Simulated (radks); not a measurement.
Question: Coherent X-ray form factor from a spherical all-electron density. Method: non-relativistic Kohn-Sham, TPSS, spin-unpolarised, spherical densities, point nucleus; meta-GGA in the generalised Kohn-Sham scheme; computed with a radial shooting solver on a logarithmic mesh with Libxc functionals.

sin(theta)/lambda (1/angstrom)  f0 (electrons)
0.05                                     8.808
0.1                                      8.278
0.15                                     7.524
0.2                                      6.670
0.25                                     5.818
0.3                                      5.031
0.4                                      3.757
0.5                                      2.884
0.6                                      2.323
0.8                                      1.744
1                                        1.484
1.25                                     1.286
1.5                                      1.117
2                                        0.807

The species is in the configuration that NIST lists as its ground one. Which atom or ion scatters so?

Answer: Neutral fluorine, [He] 2s2 2p5. Extrapolating in s^2 from the first two rows gives f0(0) = 9.0, near the electron count 9; among species with that count, the fall with angle is slower the higher Z, and the table is that of Z = 9; from so few rows the species is fixed only to a neighbour or two.
